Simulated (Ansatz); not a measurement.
hydrogen iodide (HI), singlet, geometry from GFN2-xTB (core potentials on I), atoms displaced at random by about 0.03 Å a coordinate; R2SCAN/def2-SVP, gradient (Ansatz, a first-principles code).

Input for Ansatz:
Ansatz 0.2 input:
```yaml
crystal:
  periodic: [false, false, false]
  atoms:
    - {symbol: I, position_ang: [0.00501533, -0.01026075, -0.04263006]}
    - {symbol: H, position_ang: [0.01533286, 0.00645863, 1.53998585]}
basis:
  gaussian:
    orbitals: def2-SVP
hamiltonian:
  xc: r2scan
output: {forces: true}
```

Problem. Predict the main parts of the log of this Ansatz run.

Solution. 
```
Functional definition: r2SCAN
374 factors; their error is unknown
mean field evaluation 1: about -8120.0631 eV, gradient 3.9e0 eV
mean field evaluation 2: about -8120.0945 eV, gradient 3.1e0 eV
mean field evaluation 4: about -8120.1184 eV, gradient 2.0e-1 eV
mean field evaluation 8: about -8120.1141 eV, gradient 6.6e-4 eV
mean field -8120.11409571 eV, -298.4086890062 hartree, gradient 2.6e-6 eV, S^2 0.000000; 0 other end points of the search recorded, 0 dependent functions left out
the calculation of the forces begins
reference -8120.11410096 eV, -298.4086891992 hartree; 13, 13 occupied and 18, 18 virtual orbitals, 374 factors
Total energy: -8120.11410096 eV, -298.4086891992 hartree
Atom 0 at     0.005015    -0.010261    -0.042630 Å, force    -0.005095    -0.008256    -0.781505 eV/Å
Atom 1 at     0.015333     0.006459     1.539986 Å, force     0.005095     0.008256     0.781505 eV/Å
Dipole moment:     0.000939     0.001522     0.144025 e Å
```
